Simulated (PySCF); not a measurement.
Species: CH5BCl3N.
Atom-mapped SMILES: `[NH3+:1][BH2-:2][C:3]([Cl:4])([Cl:5])[Cl:6]` (hydrogens: H7, H8, H9 on N1; H10, H11 on B2)

Method: PySCF 2.14.0, PBE0-D3(BJ)/def2-SVP geometry optimisation, gas phase.

**Question.** Give the optimised bond lengths and angles.

**Answer.** 
```json
{"bond": "N1–B2", "length (pm)": "161.0", "order": "single"}
{"bond": "B2–C3", "length (pm)": "162.1", "order": "single"}
{"bond": "C3–Cl4", "length (pm)": "176.2", "order": "single"}
{"bond": "C3–Cl5, C3–Cl6", "length (pm)": "181.2", "order": "single"}
{"bond": "N1–H7, N1–H8, N1–H9", "length (pm)": "102.3", "order": "single"}
{"bond": "B2–H10, B2–H11", "length (pm)": "121.8", "order": "single"}
```

Bonds in one row agree within 1 pm and their mean is given. Orders are formal, as drawn. A selection of angles:
```json
{"angle": "B2–N1–H7", "degrees": "109.5"}
{"angle": "B2–N1–H9", "degrees": "111.9"}
{"angle": "H7–N1–H8", "degrees": "107.5"}
{"angle": "H7–N1–H9", "degrees": "109.2"}
{"angle": "N1–B2–C3", "degrees": "104.6"}
{"angle": "N1–B2–H10", "degrees": "107.6"}
{"angle": "C3–B2–H10", "degrees": "110.9"}
{"angle": "H10–B2–H11", "degrees": "114.7"}
{"angle": "B2–C3–Cl4", "degrees": "111.3"}
{"angle": "B2–C3–Cl5", "degrees": "110.3"}
{"angle": "Cl4–C3–Cl5", "degrees": "109.1"}
{"angle": "Cl5–C3–Cl6", "degrees": "106.5"}
```

Dihedral angles: N1–B2–C3–Cl4 180° (antiperiplanar).

B2 (four-coordinate boron) is distorted tetrahedral (angles from 104.6° to 114.7°). N1 (nitrogen bonded to B and 3 H) is tetrahedral (angles from 107.5° to 111.9°). The C–Cl distances run from 1.762 Å (C3–Cl4, drawn single) to 1.812 Å (C3–Cl5, drawn single), a spread of 0.050 Å. Of the pairs four or more bonds apart, Cl5···H8 is among the closest relative to their van der Waals radii: 2.60 Å, 88 % of the sum of Bondi's values.

Point group: Cs (every atom within 0.08 Å of its image). PBE0-D3(BJ)/def2-SVP frequencies: not computed here.

Time: 31 s of wall time; peak memory 0.51 GiB. Hardware: an Arm Neoverse V1 with one thread, shared host with 32 logical CPUs at a one-minute load of 14. This is the geometry optimisation.
